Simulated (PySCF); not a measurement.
# Computed records: B₂ClH₄Si, B₂H₅OSi, AlBH₅NSi, AlBH₅OSi and others

Computed with PySCF 2.14.0. Calculation on a computer-drawn molecule: the log of a Hartree-Fock and frozen-core CCSD(T) single point meant for a local Hartree-Fock minimum, with one planted fault or none, to be diagnosed. Offsets are logged minus clean, where the clean run is the same molecule without the fault. The reference is restricted for singlets and unrestricted otherwise, and also for a bond in bohr or an excited solution. Adding or removing an electron swaps singlet and doublet. The excited solution moves the top pair (singlet) or top alpha electron (doublet) to the lowest empty orbital. Highest occupied and lowest empty are orbital energies over both spins, largest force is the largest gradient component, triples share is (T) over the correlation energy, the T1 limit is 0.02 restricted and 0.045 unrestricted, electrons count all cores, a negative frequency is imaginary (commonest isotopes), and the dipole is about the centre of nuclear charge.

Common to all runs: meant basis cc-pV(D+d)Z; logged SCF converged yes; logged CC converged yes; logged SCF stable within its kind yes; possible faults no fault, one electron removed, one electron added, multiplicity raised by two, geometry at a saddle point, SCF held on an excited solution, minimal basis STO-3G, one bond length entered in bohr, all coordinates scaled.

(1) 
```xyz
8
formula=B2ClH4Si meant_charge=1 meant_multiplicity=1 logged_electrons=44 logged_basis_functions=94 logged_spin_squared=0.6848 logged_highest_occupied=-14.292 logged_lowest_empty=-4.4576 logged_largest_force=0.022303 logged_T1_diagnostic=0.062421 logged_D1_diagnostic=0.27673 logged_triples_share=0.037826 logged_dipole_magnitude=0.71696 logged_energy_HF=-799.7234 logged_energy_CCSD(T)=-800.16861 planted_fault=one_bond_length_entered_in_bohr,row_4_of_the_drawn_bonds HF_energy_offset_from_clean_run=77.16 CCSD(T)_energy_offset_from_clean_run=77.29
B     -1.1570     1.0795    -0.6587
Si    -0.5239    -0.5263     0.4482
B     -0.7413    -2.2673    -0.6650
Cl    -0.9121    -3.6265    -1.5391
H     -1.9268     0.8601    -2.7634
H     -1.0959     2.1450    -0.1291
H      0.9218    -0.5778     0.7372
H     -1.3450    -0.8620     1.6268
```

Units: logged_highest_occupied, logged_lowest_empty in eV; logged_largest_force in hartree/bohr; logged_dipole_magnitude in debye; logged_energy_HF, logged_energy_CCSD(T) in hartree; HF_energy_offset_from_clean_run, CCSD(T)_energy_offset_from_clean_run in kcal/mol.

Drawn bonds:
```csv
atom,other atom,order
1,2,1
2,3,1
3,4,1
1,5,1
1,6,1
2,7,1
2,8,1
```

Notes: T1 above single-reference limit.

(2) 
```xyz
9
formula=B2H5OSi meant_charge=1 meant_multiplicity=1 logged_electrons=36 logged_basis_functions=90 logged_spin_squared=2.0114 logged_highest_occupied=-12.121 logged_lowest_empty=-6.7703 logged_largest_force=0.041501 logged_T1_diagnostic=0.020979 logged_D1_diagnostic=0.083445 logged_triples_share=0.028329 logged_dipole_magnitude=6.0893 logged_energy_HF=-415.68513 logged_energy_CCSD(T)=-416.16098 planted_fault=multiplicity_raised_by_two HF_energy_offset_from_clean_run=89.77 CCSD(T)_energy_offset_from_clean_run=93.72
B     -3.0222     0.7536     1.0408
Si    -2.5411     2.2990    -0.2154
B     -1.5280     1.5532    -1.8702
O     -0.9311     1.0311    -2.8219
H     -2.7461    -0.3781     0.7897
H     -3.5981     1.0415     2.0435
H     -3.6797     2.9675    -0.8720
H     -1.5511     3.2627     0.2997
H     -0.5132     1.2419    -3.6525
```

Units: logged_highest_occupied, logged_lowest_empty in eV; logged_largest_force in hartree/bohr; logged_dipole_magnitude in debye; logged_energy_HF, logged_energy_CCSD(T) in hartree; HF_energy_offset_from_clean_run, CCSD(T)_energy_offset_from_clean_run in kcal/mol.

Drawn bonds:
```csv
atom,other atom,order
1,2,1
2,3,1
3,4,1
1,5,1
1,6,1
2,7,1
2,8,1
4,9,1
```

(3) 
```xyz
9
formula=AlBH5NSi meant_charge=0 meant_multiplicity=1 logged_electrons=45 logged_basis_functions=99 logged_spin_squared=0.7685 logged_highest_occupied=0.019668 logged_lowest_empty=4.8485 logged_largest_force=0.060909 logged_T1_diagnostic=0.028821 logged_D1_diagnostic=0.10511 logged_triples_share=0.038176 logged_dipole_magnitude=13.275 logged_energy_HF=-612.80519 logged_energy_CCSD(T)=-613.30551 planted_fault=one_electron_added HF_energy_offset_from_clean_run=27.26 CCSD(T)_energy_offset_from_clean_run=8.891
B     -0.5224    -0.2366    -1.2511
Si    -0.4815     1.7337    -0.7236
N     -1.8840     2.6171    -1.0691
Al    -3.2289     3.4549    -1.4027
H     -1.4640    -0.7734    -1.7770
H      0.4373    -0.9343    -1.0381
H     -0.1573     1.7606     0.7371
H      0.7189     2.3148    -1.4025
H     -4.5187     4.2557    -1.7234
```

Units: logged_highest_occupied, logged_lowest_empty in eV; logged_largest_force in hartree/bohr; logged_dipole_magnitude in debye; logged_energy_HF, logged_energy_CCSD(T) in hartree; HF_energy_offset_from_clean_run, CCSD(T)_energy_offset_from_clean_run in kcal/mol.

Drawn bonds:
```csv
atom,other atom,order
1,2,1
2,3,1
3,4,2
1,5,1
1,6,1
2,7,1
2,8,1
4,9,1
```

Notes: highest electron not bound in this basis.

(4) 
```xyz
9
formula=AlBH5OSi meant_charge=1 meant_multiplicity=1 logged_electrons=43 logged_basis_functions=99 logged_spin_squared=0.7613 logged_highest_occupied=-22.385 logged_lowest_empty=-12.488 logged_largest_force=0.082193 logged_T1_diagnostic=0.020963 logged_D1_diagnostic=0.096198 logged_triples_share=0.023582 logged_dipole_magnitude=2.3145 logged_energy_HF=-632.60636 logged_energy_CCSD(T)=-633.0426
B     -2.8149    -1.6711     2.2804
Si    -2.6817    -0.0301     1.0927
O     -1.3454    -0.1787     0.0015
Al    -0.1243    -0.2561    -1.0337
H     -2.0431    -2.5823     2.1971
H     -3.6937    -1.7244     3.0879
H     -2.4028     1.2084     1.8426
H     -3.8514     0.1477     0.2127
H      1.0490    -0.3410    -2.0215
```

Units: logged_highest_occupied, logged_lowest_empty in eV; logged_largest_force in hartree/bohr; logged_dipole_magnitude in debye; logged_energy_HF, logged_energy_CCSD(T) in hartree.

Drawn bonds:
```csv
atom,other atom,order
1,2,1
2,3,1
3,4,1
1,5,1
1,6,1
2,7,1
2,8,1
4,9,1
```

(5) 
```xyz
9
formula=BH6Si2 meant_charge=0 meant_multiplicity=2 logged_electrons=39 logged_basis_functions=90 logged_spin_squared=1.4242 logged_highest_occupied=-8.7076 logged_lowest_empty=0.44846 logged_largest_force=0.018828 logged_T1_diagnostic=0.067077 logged_D1_diagnostic=0.27043 logged_triples_share=0.034788 logged_dipole_magnitude=1.0051 logged_energy_HF=-605.85733 logged_energy_CCSD(T)=-606.19736
B     -2.3868     3.5167     1.7068
Si    -0.9376     2.1148     1.9418
Si    -1.8191     0.4750     3.4047
H     -2.5674     5.2554     3.1502
H     -3.2200     3.4043     0.8511
H     -0.5735     1.4354     0.6734
H      0.2977     2.6542     2.5631
H     -2.1471     1.0016     4.7535
H     -3.0088    -0.2251     2.8582
```

Units: logged_highest_occupied, logged_lowest_empty in eV; logged_largest_force in hartree/bohr; logged_dipole_magnitude in debye; logged_energy_HF, logged_energy_CCSD(T) in hartree.

Drawn bonds:
```csv
atom,other atom,order
1,2,1
2,3,1
1,4,1
1,5,1
2,6,1
2,7,1
3,8,1
3,9,1
```

Notes: T1 above single-reference limit.

Questions
1. AlBH₅OSi (entry 4): planted fault?
2. Which fault was planted in the run of BH₆Si₂ (entry 5)?

## Answers
1. one electron removed
2. one bond length entered in bohr, row 3 of the drawn bonds

Further results for AlBH₅OSi (entry 4):

```
HF energy offset from clean run      : 315.8 kcal/mol
CCSD(T) energy offset from clean run : 331.3 kcal/mol
```

Further results for BH₆Si₂ (entry 5):

```
HF energy offset from clean run      : 74.64 kcal/mol
CCSD(T) energy offset from clean run : 74.42 kcal/mol
```
